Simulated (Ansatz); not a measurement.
`[CH3][Al]1[BH][O]1` and `[CH3][Al]1[BH][S]1` differ in one element.

Ansatz, PBE0-D4/def2-TZVP geometries, multiplicity 1. 

```json
{"property": "LUMO energy (PBE0/def2-TZVPP) / eV", "`[CH3][Al]1[BH][O]1`": "-1.26"}
{"property": "ideal-gas entropy at 298 K and 1 bar (rigid rotor, harmonic PBE0-D4/def2-TZVP) / J/(mol·K)", "`[CH3][Al]1[BH][O]1`": "317"}
{"property": "HOMO energy (PBE/def2-TZVPP) / eV", "`[CH3][Al]1[BH][O]1`": "-4.86"}
{"property": "size of the dipole moment (ωB97M-V/def2-TZVPP) / D", "`[CH3][Al]1[BH][O]1`": "2.22"}
{"property": "LUMO energy (B3LYP/def2-TZVPP) / eV", "`[CH3][Al]1[BH][O]1`": "-1.45"}
{"property": "size of the dipole moment (B3LYP/def2-TZVPP) / D", "`[CH3][Al]1[BH][O]1`": "2.12"}
```

Task: Give the same properties after the change, and the shifts. (Best estimate.)

Result: The calculation gave: 
| property | `[CH3][Al]1[BH][S]1` | shift |
| --- | --- | --- |
| LUMO energy (PBE0/def2-TZVPP) / eV | -1.81 | -0.55 |
| ideal-gas entropy at 298 K and 1 bar (rigid rotor, harmonic PBE0-D4/def2-TZVP) / J/(mol·K) | 330 | 13 |
| HOMO energy (PBE/def2-TZVPP) / eV | -5.13 | -0.27 |
| size of the dipole moment (ωB97M-V/def2-TZVPP) / D | 2.77 | 0.55 |
| LUMO energy (B3LYP/def2-TZVPP) / eV | -1.96 | -0.51 |
| size of the dipole moment (B3LYP/def2-TZVPP) / D | 2.69 | 0.57 |

With PBE0 the HOMO falls by 0.26 eV and the LUMO falls by 0.55 eV, so the gap narrows by about 0.29 eV. PBE moves the HOMO by -0.27 eV and ωB97M-V by -0.25 eV. Dipoles are sizes alone; their direction can turn. Modes under 60 cm⁻¹, often nearly free rotors, make the harmonic entropy too high.

B3LYP here is the variant with VWN-RPA as its local correlation; programs differ in this.
